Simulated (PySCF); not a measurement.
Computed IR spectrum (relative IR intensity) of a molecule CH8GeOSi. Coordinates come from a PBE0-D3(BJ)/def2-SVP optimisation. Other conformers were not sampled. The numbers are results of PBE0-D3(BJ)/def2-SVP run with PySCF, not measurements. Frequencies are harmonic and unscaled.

Lines under 2 % of the strongest are left out, and lines within 2 cm⁻¹ are merged.

ν (cm⁻¹): 151 (vw), 352 (w), 468 (w), 748 (vw), 768 (m), 780 (vs), 867 (m), 886 (w), 897 (m), 932 (m), 1176 (m), 1223 (s), 1476 (vw), 1480 (vw), 2140 (m), 2146 (m), 2152 (m), 2194 (s), 2259 (m), 3006 (m), 3081 (w), 3141 (w) (against the strongest line: vs over 80 %, s over 45 %, m over 15 %, w over 4 %, vw less)

Task: Which molecule gave these data?
(A) OC[SiH2][GeH3]
(B) CO[SiH2][GeH3]
(C) C[Si@@H](O)[GeH3]
(D) C[SiH2][O][GeH3]

Result: B, CO[SiH2][GeH3]
